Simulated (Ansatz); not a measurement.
`C=C[CH2][Al]([F])[Cl]` + HBr → `[F][Al]([Cl])[Br]` + propene at 400 K and 1 bar (ligand exchange at the Al–C bond).

Gas-phase electronic energies from Ansatz, PBE0-D4/def2-TZVP geometries. CCSD(T)/CBS adds triple-zeta CCSD(T) − MP2 to the extrapolated MP2 energy (def2 sets, frozen cores). For Br outer-core shells are correlated without core-valence functions, which leaves a few kJ/mol of doubt a bond. Scalar relativity is left out up to krypton. Each species was taken in one conformer, which may not be the lowest.

```csv
species,CCSD(T)/CBS energy (Eh),H − E (kJ/mol),S (J/(mol·K))
`C=C[CH2][Al]([F])[Cl]`,-918.89256,230.8,407.4
HBr,-2573.91920,27.6,207.2
`[F][Al]([Cl])[Br]`,-3375.12363,37.7,349.5
`C=CC`,-117.74610,229.7,285.2
```

H − E and S are ideal-gas, rigid-rotor, harmonic terms from PBE0-D4/def2-TZVP, for one conformer and one mirror image of each species. 1 Eh = 2625.50 kJ/mol, R = 8.31446 J/(mol·K).

**Question.** By hand: ΔE, ΔH, ΔS and ΔG.

**Answer.** ΔE = (-3375.12363) + (-117.74610) − (-918.89256) − (-2573.91920) = -0.05797 Eh = -152.2 kJ/mol. Δ(H − E) = 37.7 + 229.7 − 230.8 − 27.6 = 9.0, so ΔH = -143.2 kJ/mol. ΔS = 349.5 + 285.2 − 407.4 − 207.2 = 20.1 J/(mol·K). ΔG = -143.2 − 400 × (20.1)/1000 = -151.2 kJ/mol.

**Question.** By hand: the equilibrium constant, and the temperature at which ΔG would vanish if ΔH and ΔS stayed fixed.

**Answer.** log₁₀ K = −ΔG/(RT ln 10) = 19.7. ΔH and −TΔS have one sign here, so there is no such temperature.

ΔH outweighs TΔS. A doubt of 5 kJ/mol in ΔE shifts log₁₀ K by 0.7 here. Other conformers and mirror images would add mixing entropy, several J/(mol·K) or more a flexible species. These are equilibria of isolated gas molecules and say nothing of rates. Largest T1 diagnostic: 0.011 (customary marks: 0.02 for closed shells, 0.045 for open ones).
